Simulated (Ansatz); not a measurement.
Correlation energies of AlH₉OSi₂, SMILES `[AlH3-][O+]([SiH3])[SiH3]` by basis set

Cartesian coordinates in Å:
```
Al -0.946 1.511 0.512
O 0.183 -0.046 -0.040
Si 0.678 -1.029 1.246
Si 0.195 -0.328 -1.710
H -1.891 1.476 -0.782
H -1.476 0.840 1.868
H 0.111 2.698 0.632
H 1.766 -1.879 0.704
H 1.174 -0.135 2.310
H -0.459 -1.864 1.685
H -1.083 -0.953 -2.107
H 1.323 -1.262 -1.947
H 0.424 0.971 -2.370
```

Charge 0, multiplicity 1. The structure was optimised at the PBE0-D4/def2-TZVP level. Frozen core, restricted reference, Ansatz 0.2.0. CBS rows extrapolate triple and quadruple zeta; past MP2 they add the triple-zeta difference.

```json
{"basis": "def2-SVP", "HF (Eh)": "-899.63100", "MP2 corr.": "-0.47343"}
{"basis": "def2-TZVPP", "HF (Eh)": "-900.02341", "MP2 corr.": "-0.59756"}
{"basis": "def2-QZVPP", "HF (Eh)": "-900.05424", "MP2 corr.": "-0.64250"}
{"basis": "cc-pV(D+d)Z", "HF (Eh)": "-899.96545", "MP2 corr.": "-0.47675"}
{"basis": "cc-pV(T+d)Z", "HF (Eh)": "-900.03354", "MP2 corr.": "-0.59813"}
{"basis": "cc-pV(Q+d)Z", "HF (Eh)": "-900.05228", "MP2 corr.": "-0.64258"}
```

Estimate the CCSD correlation energy and the (T) correction in each basis where they were run (hartree).


| basis | CCSD corr. | (T) |
| --- | --- | --- |
| def2-SVP | -0.54204 | -0.01107 |
| def2-TZVPP | -0.66296 | -0.01973 |
| CBS(def2) | -0.74119 | as TZ |
| cc-pV(D+d)Z | -0.54745 | -0.01151 |
| cc-pV(T+d)Z | -0.66292 | -0.01984 |
| cc-pV(Q+d)Z | -0.70035 | -0.02243 |
| CBS(cc) | -0.72699 | -0.02427 |
